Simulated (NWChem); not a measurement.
System: CBr$_{3}$Cl; SMILES ClC(Br)(Br)Br

Excerpt of the output:

```
             Northwest Computational Chemistry Package (NWChem) 7.3.0
             --------------------------------------------------------

 C3  symmetry detected

                             Geometry "geometry" -> ""
                             -------------------------

 Output coordinates in angstroms (scale by  1.889725989 to convert to a.u.)

  No.       Tag          Charge          X              Y              Z
 ---- ---------------- ---------- -------------- -------------- --------------
    1 Cl                  17.0000     0.00000000    -0.00000000     2.06027815
    2 C                    6.0000     0.00000000    -0.00000000     0.30002015
    3 Br                  35.0000    -1.72235372    -0.60933647    -0.35071285
    4 Br                  35.0000     1.38887772    -1.18693384    -0.35071285
    5 Br                  35.0000     0.33347599     1.79627031    -0.35071285

 Effective nuclear repulsion energy (a.u.)    1129.3867113635

      Symmetry information
      --------------------

 Group name             C3
 Group number              5
 Group order               3
 No. of unique centers     3

  pbe96 is a nonlocal functional; adding pw91lda local functional.

                                 NWChem DFT Module
                                 -----------------

 Summary of "ao basis" -> "ao basis" (spherical)
 ------------------------------------------------------------------------------
       Tag                 Description            Shells   Functions and Types
 ---------------- ------------------------------  ------  ---------------------
 Cl                        def2-tzvpd               16       46   6s6p3d1f
 C                         def2-tzvpd               13       37   6s3p3d1f
 Br                        def2-tzvpd               19       57   7s6p5d1f

      Symmetry analysis of basis
      --------------------------

        a          90
        e+         82
        e-         82

  Rotation of axis

            General Information
            -------------------
          SCF calculation type: DFT
          Wavefunction type:  closed shell.
          No. of atoms     :     5
          No. of electrons :   128
           Alpha electrons :    64
            Beta electrons :    64
          Charge           :     0
          Spin multiplicity:     1
          Use of symmetry is: on ; symmetry adaption is: on
          Maximum number of iterations: 150
          AO basis - number of functions:   254
                     number of shells:    86
          Convergence on energy requested:  1.00D-06
          Convergence on density requested:  1.00D-05
          Convergence on gradient requested:  5.00D-04

              XC Information
              --------------
          PerdewBurkeErnzerhof Exchange Functional  1.000
            Perdew 1991 LDA Correlation Functional  1.000 local
           PerdewBurkeErnz. Correlation Functional  1.000 non-local

             Grid Information
             ----------------
          Grid used for XC integration:  medium
          Radial quadrature: Mura-Knowles
          Angular quadrature: Lebedev.
          Tag              B.-S. Rad. Rad. Pts. Rad. Cut. Ang. Pts.
          ---              ---------- --------- --------- ---------
          Cl                  1.00       88          14.0       590
          C                   0.70       49          12.0       434
          Br                  1.15      112          14.0       590
          Grid pruning is: on
          Number of quadrature shells:   249
          Spatial weights used:  Erf1

      Superposition of Atomic Density Guess
      -------------------------------------

 Sum of atomic energies:       -8214.34721841

      Non-variational initial energy
      ------------------------------

 Total energy =   -8215.489564
 1-e energy   =  -13688.865375
 2-e energy   =    4343.989100
 HOMO         =      -0.340183
 LUMO         =      -0.063655

      Symmetry analysis of molecular orbitals - initial
      -------------------------------------------------

  Numbering of irreducible representations:

     1 a           2 e+          3 e-

  Orbital symmetries:

     1 e+          2 e+          3 a           4 a           5 a
     6 e+          7 e+          8 a           9 e+         10 e+
    11 a          12 e+         13 e+         14 a          15 e+
    16 e+         17 a          18 a          19 a          20 e+
    21 e+         22 a          23 e+         24 e+         25 a
    26 e+         27 e+         28 a          29 e+         30 e+
    31 e+         32 e+         33 a          34 a          35 e+
    36 e+         37 a          38 e+         39 e+         40 e+
    41 e+         42 a          43 a          44 e+         45 e+
    46 e+         47 e+         48 a          49 a          50 a
    51 e+         52 e+         53 a          54 a          55 e+
    56 e+         57 e+         58 e+         59 a          60 e+
    61 e+         62 e+         63 e+         64 a          65 a
    66 e+         67 e+         68 a          69 a          70 e+
    71 e+         72 a          73 e+         74 e+

------------------------------------------------------------
EAF file 0: "./job.aoints.0" size=709885952 bytes
------------------------------------------------------------
               write      read    awrite     aread      wait
               -----      ----    ------     -----      ----
     calls:     1354         0         0         0         0
   data(b): 7.10e+08  0.00e+00  0.00e+00  0.00e+00
   time(s): 0.00e+00  0.00e+00  0.00e+00  0.00e+00  0.00e+00
rate(mb/s): 0.00e+00  0.00e+00
------------------------------------------------------------

     ---------------------------------------------
      Total Density - Mulliken Population Analysis
     ---------------------------------------------

    Atom       Charge   Shell Charges
 -----------   ------   -------------------------------------------------------
    1 Cl  17    17.35   2.01  0.45  1.52  1.10  0.88  0.03  4.19  1.69  1.10  2.85  1.46  0.03  0.01  0.03  0.01  0.00
    2 C    6     4.73   0.85  1.13  0.45  0.71 -0.21  0.03  0.63  1.00 -0.04  0.02  0.17 -0.01  0.01
    3 Br  35    35.31   2.00  2.00  1.16  0.77  1.00  1.03  0.06  6.00  5.94  1.28  2.83  1.17  0.02  8.98  1.03 -0.02  0.04 -0.00  0.00
    4 Br  35    35.31   2.00  2.00  1.16  0.77  1.00  1.03  0.06  6.00  5.94  1.28  2.83  1.17  0.02  8.98  1.03 -0.02  0.04 -0.00  0.00
    5 Br  35    35.31   2.00  2.00  1.16  0.77  1.00  1.03  0.06  6.00  5.94  1.28  2.83  1.17  0.02  8.98  1.03 -0.02  0.04 -0.00  0.00

   convergence    iter        energy       DeltaE   RMS-Dens  Diis-err
 ---------------- ----- ----------------- --------- --------- ---------
 d= 0,ls=0.0,diis     1  -8219.1154752832 -9.35D+03  9.50D-03  4.11D+00
 d= 0,ls=0.0,diis     2  -8217.2640531714  1.85D+00  7.84D-03  2.03D+01
 d= 0,ls=0.0,diis     3  -8219.3466847059 -2.08D+00  1.48D-03  3.59D-01
 d= 0,ls=0.0,diis     4  -8219.3809691092 -3.43D-02  5.26D-04  7.22D-02
 d= 0,ls=0.0,diis     5  -8219.3893206070 -8.35D-03  1.16D-04  1.70D-03
  Resetting Diis
 d= 0,ls=0.0,diis     6  -8219.3895265115 -2.06D-04  3.24D-05  1.09D-04
 d= 0,ls=0.0,diis     7  -8219.3895376343 -1.11D-05  2.27D-05  1.07D-05
 d= 0,ls=0.0,diis     8  -8219.3895346643  2.97D-06  1.38D-05  3.50D-05
 d= 0,ls=0.0,diis     9  -8219.3895389724 -4.31D-06  2.26D-06  1.26D-06
 d= 0,ls=0.0,diis    10  -8219.3895391061 -1.34D-07  7.60D-07  8.19D-08

         Total DFT energy =    -8219.389539106129
      One electron energy =   -13686.042131963106
           Coulomb energy =     4643.419993108880
    Exchange-Corr. energy =     -306.154111615361
 Nuclear repulsion energy =     1129.386711363457

 Numeric. integr. density =      128.000002542040

                  Occupations of the irreducible representations
                  ----------------------------------------------

                     irrep           alpha         beta
                     --------     --------     --------
                     a                24.0         24.0
                     e+               40.0         40.0
                     e-                0.0          0.0

                       DFT Final Molecular Orbital Analysis
                       ------------------------------------

 Vector   62  Occ=2.000000D+00  E=-2.634390D-01  Symmetry=e+
              MO Center=  2.5D-01, -5.2D-01,  3.3D-02, r^2= 4.8D+00
   Bfn.  Coefficient  Atom+Function         Bfn.  Coefficient  Atom+Function
  ----- ------------  ---------------      ----- ------------  ---------------
   159      0.352319  4 Br pz               102     -0.240781  3 Br pz
   153     -0.239736  4 Br pz               156      0.220926  4 Br pz
    16     -0.214887  1 Cl px               162      0.195083  4 Br pz
    96      0.163840  3 Br pz                99     -0.150984  3 Br pz
    19     -0.143791  1 Cl px               157      0.138430  4 Br px

 Vector   63  Occ=2.000000D+00  E=-2.634390D-01  Symmetry=e+
              MO Center= -2.5D-01,  5.2D-01,  3.3D-02, r^2= 4.8D+00
   Bfn.  Coefficient  Atom+Function         Bfn.  Coefficient  Atom+Function
  ----- ------------  ---------------      ----- ------------  ---------------
   216      0.342426  5 Br pz               102     -0.267808  3 Br pz
   210     -0.233005  5 Br pz                17     -0.214887  1 Cl py
   213      0.214722  5 Br pz               219      0.189606  5 Br pz
    96      0.182231  3 Br pz                99     -0.167932  3 Br pz
   105     -0.148288  3 Br pz                20     -0.143791  1 Cl py

[...]
```

Level: PBE/def2-TZVPD. Geometry: optimised at PBE0/def2-SVP.

### Question
Which NWChem input produces such a log?

### Answer
This is not unique; one that fits is the input that was run:
```
start job
memory heap 200 mb stack 900 mb global 1100 mb
geometry units angstroms noautoz
  Cl     0.000000     0.000000     2.068254
  C      0.000000     0.000000     0.307996
  Br     0.988814    -1.536242    -0.342737
  Br     0.836018     1.624459    -0.342737
  Br    -1.824832    -0.088217    -0.342737
end
basis spherical
  * library def2-tzvpd
end
dft
  xc xpbe96 cpbe96
  iterations 150
  semidirect filesize 400000000
  mulliken
end
task dft energy
```
